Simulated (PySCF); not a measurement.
Zr(OMe)2Cl2, C₂H₆Cl₂O₂Zr (singlet state).
Geometry (PBE0-D3(BJ)/def2-SVP, Å), atoms numbered from 1 in this order:
```xyz
13
C2H6Cl2O2Zr angstrom
Zr    -0.8927    0.1532   -0.7974
O     -1.1779    0.0686    1.0733
C     -1.3199    0.0025    2.4518
H     -1.8569    0.8906    2.8249
H     -0.3356   -0.0425    2.9472
H     -1.8944   -0.8946    2.7372
O      0.9433    0.0004   -1.2256
C      2.2766   -0.1645   -1.5718
H      2.4435   -1.1708   -1.9915
H      2.9282   -0.0413   -0.6910
H      2.5709    0.5815   -2.3289
Cl    -1.6754    2.2462   -1.5838
Cl    -1.9789   -1.6815   -1.8222
```

Method used: PBE0-D3(BJ)/def2-SVP geometry optimisation, gas phase, def2 core potentials past Kr (PySCF).

(1) Which atoms are bound to Zr1, and at what distances?

(2) List the angles at Zr1.

(3) What is the shape at Zr1?

(4) What are the other bond lengths?

(5) Give some angles away from the centre.

Answers

(1) 4 atoms: O7 1.891 Å, O2 1.894 Å, Cl13 2.366 Å, Cl12 2.369 Å. The nearest atom not counted as bound is C8, at 3.28 Å (others tie with it).

(2) 
```
        angle  degrees  distance of the outer atoms (Å)
Cl12–Zr1–Cl13    112.9                             3.95
    O2–Zr1–O7    111.5                             3.13
  O2–Zr1–Cl13    108.9                             3.48
  O2–Zr1–Cl12    108.5                             3.47
  O7–Zr1–Cl12    108.5                             3.47
  O7–Zr1–Cl13    106.6                             3.42
```

(3) Tetrahedral: angles from 106.6° to 112.9°; τ4 = (360° − α − β)/141° = 0.96 with α and β the two widest (0 for a square, 1 for a tetrahedron).

(4) O2–C3, O7–C8 1.387 Å; C3–H4 and 5 like bonds 1.103 Å.

(5) Zr1–O2–C3 177.2°.

Point group: near Cs, missed by 0.17 Å at most; the miss may be what the optimiser left on a soft mode. Charge 0, singlet. Stationary, but not proved a minimum.
